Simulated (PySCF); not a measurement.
A geometry optimisation on [Te3]2-.

Method: PBE0-D3(BJ)/def2-SVP geometry optimisation, gas phase, def2 core potentials past Kr (PySCF 2.14.0). Start geometry: GFN2-xTB. A driver script takes a list of jobs; this job's settings line and coordinates (Å) are shown.

Command:
```bash
OMP_NUM_THREADS=1 python probes_run.py task.json out
```

Input:
```
{"job": {"xc": "PBE0", "basis": "def2-SVP", "d3": "d3bj", "grid": 1, "maxiter": 40, "shake": 0.03, "kind": "geom"}, "charge": -2, "multiplicity": 1}
Te    -1.813470    -1.135700    -0.768300
Te     0.326590    -0.657730     0.810180
Te     1.470480     1.696220    -0.061780
```

Task: Give the output.

Result: 
```
step   0  E = -804.13600527  max force = 0.013763
step   1  E = -804.13904910  max force = 0.003869
step   2  E = -804.13951519  max force = 0.001328
step   3  E = -804.13956749  max force = 0.000239
step   4  E = -804.13956048  max force = 0.000196
step   5  E = -804.13956420  max force = 0.000216
step   6  E = -804.13956580  max force = 0.000227
optimisation converged
```

Energies in Eh; «max force» is the largest Cartesian gradient component in Eh/bohr.

Task: How much energy does the optimisation release, in kcal/mol?

Result: E(step 0) − E(last step) = 0.003561 Eh, which is 2.2 kcal/mol.

Task: Give the first gradient maximum in eV/Å.

Result: With 1 Eh/bohr = 51.422 eV/Å, 0.708 eV/Å.

Main results: final energy -804.13957 Eh after 6 steps.

Task: Give the final coordinates.

Result: 0.172 Å rms from the input after alignment:
```
atom  x, y, z in Å
Te1   -1.9433   -1.2900   -0.7739
Te2    0.3062   -0.5867    0.7327
Te3    1.6208    1.7795    0.0213
```

The ion is multiply charged and computed in the gas phase, without counter-ions or solvent; whether it holds all its electrons wasn't checked.

Task: Estimate the wall time. Hardware: an Arm Neoverse V2 with one thread, no GPU, shared host with 32 logical CPUs at a one-minute load of 26. And the peak memory of the process?

Result: About 25 s, with 0.32 GiB resident at the peak, the Python interpreter and its libraries included.
Labels such as C1 count atoms from 1, the log's own numbers from 0.
